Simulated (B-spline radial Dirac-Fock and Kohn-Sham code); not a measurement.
**Total conversion coefficients of Eu against transition energy**

Level of theory: a Dirac-Hartree-Slater potential of the neutral atom with a Latter tail (no hole, which puts coefficients of high multipoles low close above an edge), finite nucleus with surface currents; a radial finite-basis atomic code. Subshells within 1 keV of threshold and pair formation are left out.

| energy (keV) | E1 | E2 | E3 | M1 | M4 | M5 |
| --- | --- | --- | --- | --- | --- | --- |
| 10.5 | 24.5 | 80300 | 2.31e+07 | 226 | 1.34e+10 | 1.58e+12 |
| 17.4 | 6.19 | 6350 | 1.09e+06 | 49.9 | 2.71e+08 | 2.01e+10 |
| 20 | 4.21 | 3160 | 472000 | 32.9 | 9.43e+07 | 6.20e+09 |
| 30.9 | 1.25 | 361 | 34700 | 9.03 | 3.72e+06 | 1.66e+08 |
| 38.6 | 0.671 | 120 | 9180 | 4.67 | 742000 | 2.71e+07 |
| 39.6 | 0.625 | 106 | 7880 | 4.33 | 618000 | 2.20e+07 |
| 40.6 | 0.582 | 93.8 | 6800 | 4.02 | 517000 | 1.80e+07 |
| 50 | 1.79 | 37.1 | 1980 | 13.9 | 119000 | 3.41e+06 |
| 51.6 | 1.65 | 32.4 | 1640 | 12.7 | 95600 | 2.65e+06 |
| 71.6 | 0.697 | 8.62 | 247 | 4.88 | 11100 | 210000 |
| 82.8 | 0.473 | 4.94 | 109 | 3.20 | 4520 | 71000 |
| 100 | 0.285 | 2.45 | 39.0 | 1.86 | 1490 | 18300 |
| 116 | 0.191 | 1.43 | 17.9 | 1.22 | 644 | 6590 |
| 170 | 0.0679 | 0.375 | 2.71 | 0.414 | 84.1 | 559 |
| 175 | 0.0628 | 0.340 | 2.37 | 0.382 | 72.5 | 468 |
| 179 | 0.0592 | 0.315 | 2.13 | 0.359 | 64.6 | 408 |
| 186 | 0.0534 | 0.276 | 1.79 | 0.323 | 53.2 | 323 |
| 200 | 0.0440 | 0.217 | 1.29 | 0.264 | 37.0 | 210 |
| 239 | 0.0276 | 0.120 | 0.594 | 0.163 | 15.5 | 74.5 |
| 258 | 0.0226 | 0.0941 | 0.432 | 0.132 | 10.7 | 48.4 |
| 422 | 0.00670 | 0.0214 | 0.0675 | 0.0362 | 1.16 | 3.62 |
| 500 | 0.00453 | 0.0134 | 0.0385 | 0.0234 | 0.572 | 1.59 |
| 1000 | 0.00109 | 0.00263 | 0.00564 | 0.00426 | 0.0427 | 0.0826 |
| 1400 | 0.000595 | 0.00133 | 0.00260 | 0.00193 | 0.0144 | 0.0246 |
| 1480 | 0.000541 | 0.00120 | 0.00230 | 0.00170 | 0.0122 | 0.0204 |
| 1650 | 0.000450 | 0.000974 | 0.00183 | 0.00132 | 0.00882 | 0.0142 |
| 1790 | 0.000394 | 0.000836 | 0.00154 | 0.00110 | 0.00696 | 0.0110 |
| 2000 | 0.000329 | 0.000681 | 0.00122 | 0.000858 | 0.00509 | 0.00781 |

Question: How fast do they fall between 1650 and 2000 keV?

Answer: As powers of the energy: E1 E^-1.63, E2 E^-1.86, E3 E^-2.08, M1 E^-2.25, M4 E^-2.86, M5 E^-3.12. Within one type (E or M) the higher multipoles fall faster.

Values without a named source are computed, but for edge energies of neutral atoms, which are taken from tables.
